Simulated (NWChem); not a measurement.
Molecule: C$_{4}$H$_{5}$O$_{2}$, doublet; SMILES C(=[C]O)C(=O)C

```xyz
11

C      1.4149     0.6741     0.0006
C     -0.0581     1.0032     0.0002
O     -0.4576     2.1466    -0.0009
C     -1.0354    -0.1187     0.0010
C     -0.7603    -1.4217     0.0000
O      0.3573    -2.1103    -0.0004
H      1.6800     0.0690     0.8809
H      1.9862     1.6102     0.0045
H      1.6812     0.0760    -0.8842
H     -2.0837     0.1909     0.0016
H      0.1723    -3.0580    -0.0034
```
Atoms are numbered in this order, from 1.

Program: NWChem. Pople sets run with spherical d functions. Spin-unrestricted. Structure relaxed at the PBE0/def2-SVP, spin-unrestricted level. Not confirmed as a minimum by frequencies. No stability test was run on the SCF state. Level B3LYP/6-31G*: single points from the atomic guess with DIIS by default; each run changes one setting, and all converged runs end within 0.3 mHa of each other. NWChem's automatic level shift, which a small gap switches on, acted in some of these runs.

```tsv
setting	SCF iterations
defaults	12
70 % damping for 30 cycles	33
DIIS on 3 Fock matrices	13
level shift of 0.5 Ha throughout	28
DIIS on 20 Fock matrices	12
core-Hamiltonian guess	30
```
